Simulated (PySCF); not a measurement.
# FPbN, singlet: computed properties

Computed with PBE0 in PySCF with Pb def2-TZVP with ECP60, N def2-TZVP, F def2-TZVP; scalar-relativistic core potentials, no spin–orbit coupling; density-fitted integrals.

The structure is a minimum.

```
Point group                                                                   : C∞v
Bond lengths                                                                  : Pb–F 2.005 Å, Pb–N 1.883 Å
Bond angles                                                                   : F–Pb–N 180.0°
Entropy at 298.15 K and 1 bar                                                 : 279.9 J/(mol K)
Enthalpy at 298.15 K above 0 K                                                : 13.34 kJ/mol
Dipole moment                                                                 : 1.49 D
Principal polarisabilities                                                    : 34.0, 34.0, 66.4 bohr³
Highest occupied level                                                        : -7.40 eV
Rotational constants                                                          : 0.1344 cm⁻¹
Principal quadrupole moments (Buckingham, traceless) about the centre of mass : -14.21, 7.11, 7.11 D Å
Zero-point energy                                                             : 9.0 kJ/mol
Lowest empty level                                                            : -3.57 eV
Rotational symmetry number                                                    : 1
Heat capacity Cp at 298.15 K                                                  : 53.2 J/(mol K)
Atomisation energy without zero-point energy                                  : 461 kJ/mol
```

Harmonic modes (masses in u: Pb 207.977, N 14.003, F 18.998):
| symmetry | ω (cm⁻¹) | IR (km/mol, summed over degenerate members) |
| --- | --- | --- |
| π | 93 | 27.9 |
| σ+ | 545 | 90.1 |
| σ+ | 766 | 16.4 |

In C∞v the vibrations span π + 2σ+.

Charges (e):
```json
{"atom": "Pb1", "Mulliken": "0.94", "Löwdin": "0.69", "polar tensor": "0.91", "Mayer order to Pb1": "–"}
{"atom": "N2", "Mulliken": "-0.50", "Löwdin": "-0.41", "polar tensor": "-0.32", "Mayer order to Pb1": "2.37"}
{"atom": "F3", "Mulliken": "-0.43", "Löwdin": "-0.28", "polar tensor": "-0.59", "Mayer order to Pb1": "0.78"}
```

Mulliken populations on Pb1 (electrons outside its core potential): s 3.52, p 7.35, d 10.09, f 0.10.

Outer orbital energies (eV). occupied: -24.98, -20.18, -14.47, -11.65, -11.65, -10.50, -7.40, -7.40; empty: -3.57, -2.00, -2.00, 1.34.

Counting electrons, lead keeps none of its valence electrons outside its bonds, so the VSEPR class is AX2 and the expected shape is linear; with unlike ligands the computed point group is C∞v.

Only a few start shapes were tried, so a lower isomer may exist. With an element this heavy the missing spin–orbit coupling can shift these numbers.

The final relaxation and frequency run took roughly 40 core-seconds on a shared host.
